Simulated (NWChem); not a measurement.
System meant: C3H7NSi; SMILES [SiH3]C#CCN

The following NWChem deck was run.

```
start job
memory heap 200 mb stack 900 mb global 1100 mb
geometry units angstroms noautoz
  N      0.618464     2.857660    -0.220530
  C     -0.537689     2.068721     0.160500
  C     -0.359635     0.612778     0.120887
  C     -0.163983    -0.591032     0.072582
  Si     0.116134    -2.396042     0.004915
  H      0.908746     2.612270    -1.165380
  H      1.406722     2.630292     0.382944
  H     -0.850481     2.358398     1.178469
  H     -1.386811     2.338125    -0.490982
  H     -0.029767    -2.988904     1.367472
  H     -0.874936    -3.034530    -0.911234
  H      1.493376    -2.676109    -0.500251
end
basis spherical
  * library def2-svp
end
dft
  odft
  mult 2
  xc pbe0
  iterations 150
  mulliken
end
task dft energy
```

End of the output:

```
 Summary of "ao basis" -> "" (spherical)
 ------------------------------------------------------------------------------
       Tag                 Description            Shells   Functions and Types
 ---------------- ------------------------------  ------  ---------------------
 *                          def2-svp                  on all atoms

                                 NWChem DFT Module
                                 -----------------

 Summary of "ao basis" -> "ao basis" (spherical)
 ------------------------------------------------------------------------------
       Tag                 Description            Shells   Functions and Types
 ---------------- ------------------------------  ------  ---------------------
 N                          def2-svp                 6       14   3s2p1d
 C                          def2-svp                 6       14   3s2p1d
 Si                         def2-svp                 8       18   4s3p1d
 H                          def2-svp                 3        5   2s1p

 Summary of "ao basis" -> "ao basis" (spherical)
 ------------------------------------------------------------------------------
       Tag                 Description            Shells   Functions and Types
 ---------------- ------------------------------  ------  ---------------------
 N                          def2-svp                 6       14   3s2p1d
 C                          def2-svp                 6       14   3s2p1d
 Si                         def2-svp                 8       18   4s3p1d
 H                          def2-svp                 3        5   2s1p

  number of electrons :                   46
  multiplicity        :                    2
 ------------------------------------------------------------------------
  no. of electrons and multiplicity not compatible                  46
 ------------------------------------------------------------------------
 ------------------------------------------------------------------------
  current input line :
    27: task dft energy
 ------------------------------------------------------------------------
 ------------------------------------------------------------------------
 There is an error in the input file
 ------------------------------------------------------------------------
 For more information see the NWChem manual at https://nwchemgit.github.io

0: no. of electrons and multiplicity not compatible:Received an Error in Communication
```

Q: Can this run be used? If not, why, and what is the fix?

A: The input was rejected before any calculation. Cause: the multiplicity doesn't fit the number of electrons (an even count wants an odd multiplicity, and the reverse). This input runs:
```
start job
memory heap 200 mb stack 900 mb global 1100 mb
geometry units angstroms noautoz
  N      0.618464     2.857660    -0.220530
  C     -0.537689     2.068721     0.160500
  C     -0.359635     0.612778     0.120887
  C     -0.163983    -0.591032     0.072582
  Si     0.116134    -2.396042     0.004915
  H      0.908746     2.612270    -1.165380
  H      1.406722     2.630292     0.382944
  H     -0.850481     2.358398     1.178469
  H     -1.386811     2.338125    -0.490982
  H     -0.029767    -2.988904     1.367472
  H     -0.874936    -3.034530    -0.911234
  H      1.493376    -2.676109    -0.500251
end
basis spherical
  N library def2-svp
  C library def2-svp
  Si library def2-svp
  H library def2-svp
end
dft
  xc pbe0
  iterations 150
  mulliken
end
task dft energy
```
It converges to -462.15342 Ha (PBE0/def2-SVP).
